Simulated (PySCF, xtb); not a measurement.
biphenylene (C12H8), SMILES c12-c3c(cccc3)-c1cccc2.

xtb with GFN2-xTB at its own geometry gives an orbital gap of 2.74 eV and a dipole moment of 0.00 D.

Geometry: B3LYP-D3(BJ)/def2-SVP.

### Question
What does M06-2X/def2-SVP run with PySCF give? (Estimate from the structure and the level; the computed values follow.)

### Answer
gap 6.20 eV (levels -6.86 and -0.65 eV), dipole 0.00 D.
